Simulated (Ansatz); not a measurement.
Input for Ansatz (an electronic-structure program): R-RI-MP2/def2-QZVPP on F6HSb. Elements past Kr take the def2 small-core potentials; no spin–orbit coupling. The basis file is the Basis Set Exchange's JSON of that set.

Ansatz 0.2 input:
```yaml
crystal:
  periodic: [false, false, false]
  atoms:
    - {symbol: Sb, position_ang: [-0.14341067, -0.00000000, 0.54550316]}
    - {symbol: F, position_ang: [1.69072280, 0.00000000, 0.08421316]}
    - {symbol: F, position_ang: [-1.99006063, 0.00000000, 0.25528519]}
    - {symbol: F, position_ang: [-0.12960115, 1.85692054, 0.29452544]}
    - {symbol: F, position_ang: [-0.12960115, -1.85692054, 0.29452544]}
    - {symbol: F, position_ang: [-0.04215854, -0.00000000, 2.40199717]}
    - {symbol: F, position_ang: [-0.08324491, -0.00000000, -1.82758750]}
    - {symbol: H, position_ang: [0.82735425, 0.00000000, -2.04886205]}
basis:
  gaussian:
    orbitals: def2-QZVPP.json
    fitting: {mean_field: def2-universal-JKFIT, correlation: def2-QZVPP-RIFIT.json}
magnetization: {spin_polarized: false}
correlation: {method: mp2, electrons: outside_noble_gas}
scf: {lower_state_search: off}
```

The log:

```
WARN ansatz: RAYON_NUM_THREADS=4 ignored (pool sized by the plan → 4); use --threads N
Functional definition: HF
these checks for a lower state are left out or cut short: stability, starts, cluster_reference, orbital_swaps, neighbouring_geometries, increment
integrals: 0.94 GiB planned
698 factors; integrals over basis functions are off by at most 1.4e0 eV
mean field: 1.50 GiB planned
mean field evaluation 1: about -22766.6999 eV, gradient 6.2e1 eV
mean field evaluation 2: about -22770.1083 eV, gradient 4.3e1 eV
mean field evaluation 4: about -22772.2947 eV, gradient 9.2e-1 eV
mean field evaluation 8: about -22772.2952 eV, gradient 1.6e-6 eV
mean field -22772.29516117 eV, -836.8664115569 hartree, gradient 1.6e-6 eV, S^2 0.000000; 0 other end points of the search recorded, 0 dependent functions left out
15 core orbitals not correlated
1178 factors; their error is unknown
reference -22772.29516117 eV, -836.8664115569 hartree; 24, 24 occupied and 415, 415 virtual orbitals, 1178 factors
second order -50.20097068 eV of doubles, -0.00000000 eV of singles
Total energy: -22822.49613185 eV, -838.7112632020 hartree
Checks for a lower state left out: stability, starts, cluster_reference, orbital_swaps, neighbouring_geometries, increment
```

Self-consistency was reached.

Cost: about 23 core-seconds (a rough figure).
